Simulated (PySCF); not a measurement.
A PySCF script (with the pyscf-properties extension) for the NMR shieldings of SMILES CS[Si@H]([SiH2]Cl)SC[SiH3], C2H11ClS2Si3, on a GFN2-xTB geometry:

```python
import basis_set_exchange as bse
import numpy as np
from pyscf import gto, dft
from pyscf.prop import nmr

atoms = """
C    -2.781419    1.636470    0.136844
S    -0.990086    1.450130    0.379621
Si   -0.698125   -0.428378   -0.646324
Si   -2.157123   -2.088996    0.040153
Cl   -3.885615   -1.822258   -0.980621
S     1.286066   -1.104609   -0.205555
C     2.228868    0.455177   -0.330861
Si    4.026205    0.148615    0.219568
H    -3.309509    0.845171    0.660003
H    -3.012420    1.610589   -0.923066
H    -3.052653    2.601349    0.551924
H    -0.725608   -0.062235   -2.070264
H    -1.680407   -3.434882   -0.259486
H    -2.513265   -2.031462    1.460103
H     2.168632    0.792018   -1.363391
H     1.731277    1.185764    0.302481
H     4.607704   -0.874388   -0.646825
H     4.016528   -0.291922    1.611864
H     4.731145    1.423097    0.071532
"""
names = dict.fromkeys(["C", "S", "Si", "Cl", "H"], "pcSseg-1")
basis = {el: gto.basis.parse(bse.get_basis(n, elements=[el], fmt="nwchem")) for el, n in names.items()}
mol = gto.M(atom=atoms, basis=basis, charge=0, verbose=0)
mf = dft.RKS(mol, xc="PBE0")
mf.grids.level = 2
mf.grids.alignment = dft.numint.BLKSIZE   # the property module wants whole blocks of grid points
mf.conv_tol = 1e-9
mf.kernel()

calc = nmr.RKS(mf)   # GIAO
C = mf.mo_coeff
Co = C[:, mf.mo_occ > 0]
resp = mf.gen_response(singlet=True, hermi=2)
def vind(x):   # induced exchange potential for any number of trial vectors
    d = np.einsum("pi,xij,qj->xpq", C, 2 * x.reshape(-1, C.shape[1], Co.shape[1]), Co, optimize=True)
    return np.einsum("xpq,pi,qj->xij", resp(d - d.transpose(0, 2, 1)), C, Co, optimize=True).ravel()
mo1, _ = nmr.rhf.solve_mo1(calc, with_cphf=vind)
sigma = calc.kernel(mo1)
for i, s in enumerate(sigma):   # ppm
    w = np.linalg.eigvalsh((s + s.T) / 2)
    print("%2d %-2s iso %8.1f  s11 %8.1f  s22 %8.1f  s33 %8.1f" % (i, mol.atom_pure_symbol(i), w.mean(), *w))
```

Question: What does it print?

Answer: 
```
 0 C  iso    174.2  s11    164.8  s22    170.5  s33    187.3
 1 S  iso    694.1  s11    582.6  s22    653.2  s33    846.5
 2 Si iso    349.9  s11    304.2  s22    362.7  s33    382.7
 3 Si iso    383.3  s11    347.6  s22    359.7  s33    442.8
 4 Cl iso   1043.8  s11    955.1  s22   1079.0  s33   1097.4
 5 S  iso    679.1  s11    566.4  s22    618.7  s33    852.2
 6 C  iso    177.2  s11    167.7  s22    170.9  s33    193.1
 7 Si iso    417.6  s11    389.1  s22    401.3  s33    462.3
 8 H  iso     29.4  s11     23.6  s22     28.2  s33     36.3
 9 H  iso     29.6  s11     25.3  s22     26.9  s33     36.8
10 H  iso     29.5  s11     23.2  s22     26.7  s33     38.5
11 H  iso     25.6  s11     22.3  s22     24.0  s33     30.5
12 H  iso     26.5  s11     21.6  s22     26.3  s33     31.7
13 H  iso     26.3  s11     22.8  s22     25.4  s33     30.7
14 H  iso     29.9  s11     24.0  s22     28.8  s33     37.0
15 H  iso     29.8  s11     21.0  s22     32.3  s33     36.0
16 H  iso     27.8  s11     23.9  s22     26.3  s33     33.2
17 H  iso     27.8  s11     23.9  s22     26.7  s33     32.8
18 H  iso     27.6  s11     23.6  s22     25.2  s33     33.9
```

These numbers come from an equivalent density-fitted implementation of the same equations, which agrees with the script to about 0.01 ppm for H and up to a few tenths of a ppm for heavy atoms, so last digits may differ.

Question: Turn these shieldings into chemical shifts. Chemical shifts δ = σref − σ; TMS for $^{13}$C (σ = 186.93 ppm), $^{29}$Si (σ = 349.16 ppm), $^{1}$H (σ = 31.72 ppm); $^{33}$S (σ = 503.73 ppm) against CS2; $^{35}$Cl (σ = 949.78 ppm) vs HCl, all at this level.

Answer: Averaging equivalent atoms: C 0: 12.7; C 6: 9.7; S 5: -175; S 1: -190; Si 2: -0.7; Si 3: -34.2; Si 7: -68.4; Cl 4: -94; H 11: 6.12; H 13: 5.40; H 12: 5.20; H 16/17/18: 4.00; H 8/9/10: 2.22; H 15: 1.95; H 14: 1.79 ppm. 

Size and cost of the density-fitted run: 233 basis functions, 49 s wall time on 1 thread of an Arm Neoverse V2, shared host; peak memory 1.1 GiB.
